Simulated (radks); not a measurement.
Task: The silver ion Ag10+ is in [Kr] 4d1. Method: scalar-relativistic Kohn-Sham, BLYP, spin-polarised, spherical densities, finite nucleus; Fermi nuclear charge, rms radius of each element as measured or else 0.836 A^(1/3) + 0.57 fm; computed with a radial shooting solver on a logarithmic mesh with Libxc functionals. Open shells are filled with parallel spins first. One electron is removed from 4d, 4s, 3d, 4p in turn, with full relaxation. Which removal costs least, and what does each cost?

Result: 4d 188.77 eV; 4p 248.56 eV; 4s 288.96 eV; 3d 584.25 eV. The 4d electron leaves first.
